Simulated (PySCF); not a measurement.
H4Si2, neutral, multiplicity 1.

```xyz
6

Si    -0.0036    -1.0603     0.0000
Si    -0.1086     1.3055     0.0000
H      0.7433    -1.5116    -1.2074
H     -1.3269    -1.7367     0.0000
H      0.7433    -1.5116     1.2074
H      1.4115     1.3278     0.0000
```
Charge 0, spin multiplicity 1.

Geometry optimised at ωB97X-D3(BJ)/def2-TZVP. The isomer is the one that the SMILES or the coordinates give; other isomers of the formula were not compared.

Computed with HF/pcSseg-2 (PySCF). Non-relativistic, no solvent.

Computed absolute GIAO shielding of each atom: isotropic value and principal components (ppm):
```tsv
atom	σ(iso)	σ11	σ22	σ33	span
Si1	468.4	443.3	472.3	489.6	46.4
Si2	-748.7	-2639.6	-191.5	585.0	3224.6
H3	28.3	24.7	27.6	32.8	8.1
H4	27.4	25.6	25.6	30.9	5.3
H5	28.3	24.7	27.6	32.8	8.1
H6	11.7	-15.1	23.1	27.0	42.1
```
